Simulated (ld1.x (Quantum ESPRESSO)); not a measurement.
**Zn (Z = 30), PAW: configuration errors across variants**

ld1.x (Quantum ESPRESSO) 7.5 input, shortened:

```
&input
   title='Zn', zed=30., rel=1, dft='PBE', iswitch=3,
   config='[Ar] 3d10 4s1.75 4p0.25'
 /
 &inputp
   pseudotype=3, lpaw=.true., tm=.true., lloc=-1, rcloc=0.80,
   nlcc=.true., new_core_ps=.true., rcore=0.40,
   which_augfun='BESSEL', rmatch_augfun=0.55
 /
6
3S  1  0   2.00   0.00  0.90  1.05  0.0
4S  2  0   1.75   0.00  0.90  1.05  0.0
3P  2  1   6.00   0.00  1.05  1.15  0.0
4P  3  1   0.25   0.00  1.05  1.15  0.0
3D  3  2  10.00   0.00  0.70  0.85  0.0
3D  3  2   0.00   1.50  0.70  0.85  0.0
 &test
   configts(1)='3s2 3p6 3d10 4s1.75 4p0.25'
 /
```

All-electron excitation energies from the reference (eV): (1) 3s2 3p6 3d10 4s2 4p0 -1.228; (2) 3s2 3p6 3d10 4s1 4p0 8.660; (3) 3s2 3p6 3d10 4s0 4p0 27.103; (4) 3s2 3p6 3d9 4s2 4p1 11.016; (5) 3s2 3p6 3d10 4s0 4p2 9.330; (6) 3s2 3p6 3d10 4s1.5 4p0 2.712; (7) 3s2 3p6 3d9 4s0 4p0 67.636.

The overlap operator is not positive definite (basis up to 400 Ry) in “base”, “waves 3d (bound): rcut 0.50, rcutus 0.54 bohr; 3d channel at 1.5 Ry: rcut 0.50, rcutus 0.54 bohr”, “waves 3d (bound): rcut 0.62, rcutus 0.66 bohr; 3d channel at 1.5 Ry: rcut 0.62, rcutus 0.66 bohr”, “waves 3d (bound): rcut 0.70, rcutus 0.78 bohr; 3d channel at 1.5 Ry: rcut 0.70, rcutus 0.78 bohr”, “waves 3d (bound): rcut 0.70, rcutus 0.86 bohr; 3d channel at 1.5 Ry: rcut 0.70, rcutus 0.86 bohr”, “waves 3d (bound): rcut 0.70, rcutus 0.94 bohr; 3d channel at 1.5 Ry: rcut 0.70, rcutus 0.94 bohr”, “waves 3d (bound): rcut 0.70, rcutus 1.06 bohr; 3d channel at 1.5 Ry: rcut 0.70, rcutus 1.06 bohr”, “waves 3d (bound): rcut 0.70, rcutus 1.26 bohr; 3d channel at 1.5 Ry: rcut 0.70, rcutus 1.26 bohr”. Such files are unfit for use, however small their errors in these radial tests.

Errors AE − PS in meV (a dash: test not solved or not reliable):

```tsv
change	(1)	(2)	(3)	(4)	(5)	(6)	(7)	bound ghosts
base	+0.1	-0.7	-1.2	+8.4	-0.6	-0.3	-3.0	not determined (overlap not positive)
waves 3d (bound): rcut 0.50, rcutus 0.54 bohr; 3d channel at 1.5 Ry: rcut 0.50, rcutus 0.54 bohr	0.0	-0.5	-1.6	+2.6	-0.6	-0.2	-3.9	not determined (overlap not positive)
waves 3d (bound): rcut 0.62, rcutus 0.66 bohr; 3d channel at 1.5 Ry: rcut 0.62, rcutus 0.66 bohr	+0.1	-0.8	-2.3	+5.2	-0.3	-0.3	-2.3	not determined (overlap not positive)
waves 3d (bound): rcut 0.70, rcutus 0.78 bohr; 3d channel at 1.5 Ry: rcut 0.70, rcutus 0.78 bohr	+0.1	-0.6	-1.6	+4.8	-0.4	-0.2	-2.9	not determined (overlap not positive)
waves 3d (bound): rcut 0.70, rcutus 0.86 bohr; 3d channel at 1.5 Ry: rcut 0.70, rcutus 0.86 bohr	+0.1	-0.7	-1.2	+8.4	-0.6	-0.3	-3.0	not determined (overlap not positive)
waves 3d (bound): rcut 0.70, rcutus 0.94 bohr; 3d channel at 1.5 Ry: rcut 0.70, rcutus 0.94 bohr	+0.1	-0.9	-2.7	+4.9	-0.5	-0.3	-3.1	not determined (overlap not positive)
waves 3d (bound): rcut 0.70, rcutus 1.06 bohr; 3d channel at 1.5 Ry: rcut 0.70, rcutus 1.06 bohr	0.0	-0.8	-2.1	+4.7	-0.5	-0.3	-3.6	not determined (overlap not positive)
waves 3d (bound): rcut 0.70, rcutus 1.26 bohr; 3d channel at 1.5 Ry: rcut 0.70, rcutus 1.26 bohr	+0.1	-0.5	-0.4	+15	-0.6	-0.2	-4.1	not determined (overlap not positive)
```

Q: Give the same row for: waves 3d (bound): rcut 0.70, rcutus 1.20 bohr; 3d channel at 1.5 Ry: rcut 0.70, rcutus 1.20 bohr.

A: +0.1, -0.6, -0.9, +8.9, -0.6, -0.2, -5.0; bound ghosts: not determined (overlap not positive). Its overlap operator is not positive definite in a basis up to 400 Ry (lowest eigenvalue p -0.59), so the file is unfit for use: the generalised eigenproblem breaks down once the basis is large enough, and its test numbers describe a broken file.
